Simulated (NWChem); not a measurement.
System: CHCl, singlet; SMILES [CH]Cl

Here is an NWChem input.

```
start job
memory heap 200 mb stack 900 mb global 1100 mb
geometry units angstroms noautoz
  C      0.150000     1.200207     0.000000
  Cl    -0.013346    -0.519196     0.000000
  H     -0.918878     1.524877     0.000000
end
basis spherical
  C library 6-31g*
  Cl library 6-31g*
  H library 6-31g*
end
dft
  xc xtpss03 ctpss03
  iterations 150
  mulliken
end
task dft energy
```

Low-valent species are run as closed-shell singlets; no triplet was tried in these runs. Coordinates come from a B3LYP/6-31G* (spherical d) optimisation.

Task: Predict the main results of this run. (TPSS/6-31G* (spherical d).) Quantities: basis functions; energy (Ha); highest occupied level (eV); orbital gap (eV); dipole (D).

Result: 
- number of basis functions: 34
- energy (Ha): -498.77
- highest occupied level (eV): -5.68
- orbital gap (eV): 1.57
- dipole (D): 1.56
